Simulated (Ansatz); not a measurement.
Mulliken charges of CH₃BFO, SMILES `CB([O])F` radical from r2SCAN/def2-TZVPP in Ansatz (PBE0-D4/def2-TZVP geometry).

| atom | x (Å) | y (Å) | z (Å) | charge (e) |
| --- | --- | --- | --- | --- |
| C1 | -0.131 | 0.670 | -0.105 | -0.259 |
| B2 | 0.185 | -0.853 | 0.123 | 0.443 |
| O3 | 0.717 | -1.194 | 1.301 | -0.166 |
| F4 | -0.060 | -1.775 | -0.803 | -0.274 |
| H5 | 0.119 | 1.306 | 0.743 | 0.082 |
| H6 | 0.429 | 1.009 | -0.981 | 0.087 |
| H7 | -1.198 | 0.770 | -0.323 | 0.087 |

Task: By hand: the dipole of these point charges (1 e Å = 4.8032 D).

Result: Σ q r = (-0.044, 0.395, 0.033) e Å, of length 0.399 e Å = 1.92 D.

Task: How does the dipole of the full density compare? (An estimate is asked.)

Result: Ansatz gave: (-0.105, 0.359, -0.128) e Å, 1.90 D; the point charges give 1.01 times that, at 26° from its direction.

Point charges leave out the atoms' own dipoles, such as those of lone pairs, and Mulliken's split depends on the basis, so the two needn't agree.
